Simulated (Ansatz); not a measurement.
Basis-set extrapolation for CH$_{6}$BClSSi (`BS[SiH](C)Cl`) (PBE0-D4/def2-TZVP geometry, frozen core, Ansatz 0.2.0). Multiplicity 1, RHF reference.

```csv
,def2-TZVPP,def2-QZVPP
HF,-1212.179576,-1212.215470
MP2 correlation,-0.766036,-0.828841
CCSD(T) correlation,-0.868138,not run
```

Energies in hartree. Use E(X) = E(∞) + A·exp(−7.88·√X) for Hartree–Fock and E(X) = E(∞) + B·X^(−2.97) for correlation, with X = 3 and 4, and add CCSD(T) minus MP2 of the smaller set to the MP2 limit.

Q: What is the CCSD(T) energy at the basis-set limit?

A: HF limit: -1212.215470 + (-0.035894) × 0.13774 = -1212.22041. MP2 limit: -0.828841 + (-0.062805) × 0.74074 = -0.87536. Higher-order term: -0.868138 − (-0.766036) = -0.10210. Total: -1213.19787 hartree, 394.2 kJ/mol below CCSD(T)/def2-TZVPP.
